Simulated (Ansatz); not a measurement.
Ansatz (a program for electronic structure) input:

Ansatz 0.2 input:
```yaml
crystal:
  periodic: [false, false, false]
  atoms:
    - {symbol: Si, position_ang: [0.03863853, 0.17921222, -0.46970711]}
    - {symbol: Cl, position_ang: [0.27826651, -0.93227476, 1.47154191]}
    - {symbol: N, position_ang: [1.18354095, 0.05475074, -1.61906240]}
    - {symbol: N, position_ang: [-0.01114372, 1.83774123, 0.11822405]}
    - {symbol: N, position_ang: [-1.59070089, -0.41737527, -0.76689801]}
    - {symbol: H, position_ang: [1.21664943, -0.82033176, -2.12908882]}
    - {symbol: H, position_ang: [0.85571530, 2.30563504, -0.11815414]}
    - {symbol: H, position_ang: [-0.15758083, 1.91917853, 1.11572890]}
    - {symbol: H, position_ang: [-2.07636490, 0.10567909, -1.48483983]}
    - {symbol: H, position_ang: [-2.18176355, -0.49627789, 0.05019531]}
basis:
  gaussian:
    orbitals: def2-TZVPD
hamiltonian:
  xc: {name: PBE-QIDH}
total_charge: -1
magnetization: {spin_polarized: false}
correlation: {electrons: outside_noble_gas}
```

Task: Predict the final energy.

Result: -916.56950 Eh (PBE-QIDH/def2-TZVPD). The basis has 245 functions.

It need not be the lowest isomer of its formula. Whether it binds its extra electron was not tested at this geometry.
